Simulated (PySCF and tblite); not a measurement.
Values are calculated unless marked as measured or tabulated.
C10H9BrO, numbered as in [CH3:1][C:2](=[O:3])[c:4]1[cH:5][c:6]([Br:7])[cH:8][c:9]2[c:10]1[CH2:11][CH2:12]2.

Free energies: PBE0-D3(BJ)/def2-SVP on GFN2-xTB structures plus GFN2-xTB thermal terms, symmetry and mirror images included. Conformers within 2.5 kcal/mol (GFN2-xTB free energy) were kept, 2 at most. Run with PySCF (density fitting) and tblite.

An NOE distance is ⟨r⁻⁶⟩^(−1/6) over all pairs of like atoms and, for the average, over conformers.

Torsions listed: O3–C2–C4–C5. The 4-ring runs over atoms 9–10–11–12.

```csv
conformer,shape,weight %
1,4-ring flat; 0°,64.7
2,4-ring flat; 180°,35.3
```

(1) Which H–H contacts under 3.5 Å would NOEs report (pairs on one atom left out) at 298.15 K?

(2) In a model where alignment follows shape alone (order matrix 0.0005 × (3G/tr G − 1)/2, G the second moments of the atom positions; splitting J + 2D), what are the one-bond C–H dipolar couplings D?

Results:

(1) 
```tsv
pair	in 1 (Å)	in 2 (Å)	average (Å)
H11 ··· H12	2.66	2.67	2.66
H1 ··· H5	4.61	2.55	3.01
H1 ··· H11	2.92	5.49	3.13
H8 ··· H12	3.46	3.49	3.47
```

Longer pairs under the limit may be missing.

(2) H1 1.0 Hz (0.8 in conformer 1), H5 -2.8 Hz (-1.8 in conformer 1), H8 -3.6 Hz (-3.9 in conformer 1), H11 2.8 Hz (2.5 in conformer 1), H12 2.5 Hz (2.8 in conformer 1).
